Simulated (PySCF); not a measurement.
SMILES CCCCc1ccco1 (C8H12O) at its GFN2-xTB optimised geometry (Å):

```
21

C      2.6805     0.9585    -3.8367
C      2.3491     0.4097    -2.4545
C      2.2130     1.5256    -1.4222
C      1.8667     0.9877    -0.0265
C      0.5212     0.3484     0.0020
C      0.1365    -0.9600     0.0000
C     -1.2808    -0.9600     0.0000
C     -1.6511     0.3469     0.0000
O     -0.5692     1.1457     0.0014
H      2.7763     0.1495    -4.5569
H      1.8959     1.6302    -4.1781
H      3.6176     1.5111    -3.8144
H      1.4153    -0.1543    -2.5006
H      3.1362    -0.2787    -2.1382
H      1.4318     2.2202    -1.7379
H      3.1518     2.0806    -1.3633
H      1.8794     1.8162     0.6855
H      2.6116     0.2521     0.2801
H      0.7798    -1.8162     0.0008
H     -1.9261    -1.8145    -0.0004
H     -2.6116     0.8226     0.0011
```

Calculation: CAM-B3LYP/def2-SVP run with PySCF. Cells within 0.4 Å of a nucleus heavier than hydrogen are left out (blank, or x).

Map of the Laplacian of the electron density (e/bohr⁵), clipped to [-1.50, 1.50] on the plane z = 0.0 Å:

```
|55555555555555555555555555555|
|55555555555555555555555555555|
|55555555555555555555555555555|
|55555555555555555555555555555|
|55555555555555555555555555555|
|55555555555555555555555555555|
|55555555555555555555555555555|
|55555555555555555555555555555|
|55555555555555555555555555555|
|55555555555666655555555555555|
|555555555567xx665554455555555|
|555555434564xx56545xx55555555|
|555555401x623329622xx45555555|
|555555542xx5765xx345424555555|
|555555555x45665xx555545555555|
|55555555542566424555555555555|
|5555555554xx43xx5555555555555|
|5555555554xx21xx4555555555555|
|55555555412455412555555555555|
|55555555304555530455555555555|
|55555555545555554555555555555|
|55555555555555555555555555555|
|55555555555555555555555555555|
|55555555555555555555555555555|
|55555555555555555555555555555|
|55555555555555555555555555555|
|55555555555555555555555555555|
|55555555555555555555555555555|
|55555555555555555555555555555|
```
Scale: ten equal steps from -1.50 (start of '0') to 1.47 (end of '9'), in the order '0123456789'; x runs from -5.00 to 5.00, y from -5.00 (bottom) to 5.00 (top).
